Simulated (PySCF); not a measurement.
B3LYP has the VWN-RPA correlation part, as in Gaussian. Delta-SCF ions had no search for a lower state. Excitations are Tamm–Dancoff values on a coarser integration grid. The basis has no diffuse functions, so Rydberg states are missing or too high.

# [Al(F)3(CH3CN)] (charge 0, multiplicity 1)

Method: B3LYP-D3(BJ)/def2-TZVP // B3LYP-D3(BJ)/def2-SVP run with PySCF.

```
Property                                                       Result
----------------------------------------  ---------------------------
HOMO                                                         -9.68 eV
dipole moment                                               2.050 e·Å
HOMO–LUMO gap                                                 8.01 eV
LUMO                                                         -1.68 eV
S1 excitation (TDA)                                           7.19 eV
S1 oscillator strength                                          0.002
T1 excitation (TDA)                                           6.37 eV
S1–T1 gap (TDA)                                               0.82 eV
vertical ionisation energy (Delta-SCF)                       12.35 eV
charge on the central atom (Mulliken)                          0.76 e
charge on the central atom (meta-Löwdin)                       1.38 e
total energy                                             -18373.86 eV
cost                                      very roughly 6 core-minutes
```

```xyz
10

Al     0.0649    -0.0622    -0.0376
F     -0.2659    -0.8050     1.4173
F     -1.1298    -0.1249    -1.1982
F      0.9746     1.3331     0.0248
C      3.1286    -2.9956    -1.8121
C      2.1621    -2.0702    -1.2523
N      1.3953    -1.3360    -0.8082
H      2.6711    -3.9912    -1.9134
H      4.0034    -3.0628    -1.1480
H      3.4498    -2.6400    -2.8026
```
